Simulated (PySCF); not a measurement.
# Radial density of Cu (copper, neutral)

UHF, [Ar] 3d10 4s1, 2S determinant. Computed with PySCF 2.14 in x2c-SVPall (5s3p3d1f, 36 functions), with scalar relativity by spin-free X2C-1e.

```tsv
r (bohr)	4πr²ρ (e/bohr)	4πr²(ρα − ρβ)
0.000792	0.1787	0.0000
0.00133	0.4862	0.0001
0.00224	1.252	0.0003
0.00377	2.989	0.0007
0.00634	6.854	0.0017
0.0107	14.30	0.0033
0.0179	25.43	0.0054
0.0302	34.56	0.0055
0.0508	32.47	0.0011
0.0854	28.17	0.0002
0.144	39.04	0.0094
0.242	30.31	-0.0237
0.406	17.85	-0.0543
0.683	22.04	-0.0692
1.15	8.520	0.0333
1.93	1.620	0.3042
3.25	0.4276	0.3035
5.47	0.06823	0.0665
9.20	0.001547	0.0015
```

Densities and radii are taken from the X2C orbitals without a picture-change correction, which distorts them close to the nucleus.

Problem. Where is the radial spin density 4πr²(ρα − ρβ) most negative, and why is it negative at all?

Solution. Around r = 0.683 bohr, down to -0.0692 e/bohr: exchange with the open shell polarises the paired shells in an unrestricted calculation.
